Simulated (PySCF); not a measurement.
**TaHCl + H₂O → H₂TaO + HCl**

Level: PBE0 in the def2-TZVP basis family, computed in PySCF with density fitting; scalar-relativistic core potentials for atoms from Rb on, none lighter, no spin–orbit coupling; open shells unrestricted.

| species | state and structure | ZPE (kJ/mol) | H(298 K) − H(0) (kJ/mol) | S° (J/(mol K)) |
| --- | --- | --- | --- | --- |
| TaHCl | quartet, Cs, Ta–Cl 2.282 Å, Ta–H 1.801 Å; Cl–Ta–H 132.0° | 15.3 | 11.7 | 289.2 |
| H₂O | singlet, C2v, O–H 0.960 Å (×2); H–O–H 105.1° | 56.5 | 9.9 | 188.7 |
| H₂TaO | doublet, Cs, Ta–H 1.785 Å (×2), Ta–O 1.694 Å; H–Ta–H 118.4°, H–Ta–O 104.7° (×2) | 39.2 | 11.3 | 274.6 |
| HCl | singlet, C∞v, H–Cl 1.279 Å | 17.9 | 8.7 | 186.6 |

(1) Is the gas-phase reaction uphill or downhill in electronic energy at this level, and by how much?

(2) Add zero-point, thermal and entropy terms for 298.15 K and 1 bar.

Results:

(1) At PBE0/def2-TZVP, ΔE = -101.3 kJ/mol, downhill. Hydrolysis steps of this kind drive oxide growth by atomic layer deposition.

(2) ΔZPE = -14.7 and Δ[H(298) − H(0)] = -1.6 kJ/mol give ΔH° = -117.6 kJ/mol. ΔS° = -16.7 J/(mol K), so ΔG° = -117.6 − 298.15 × (-0.0167) = -113 kJ/mol and log₁₀K = 19.7.

Spin–orbit coupling can matter for TaHCl, H₂TaO and is left out. Open d or f shells are single determinants, so the state found may not be the ground state. Each species is the lowest minimum found with this bonding; other isomers or fragments can lie lower.
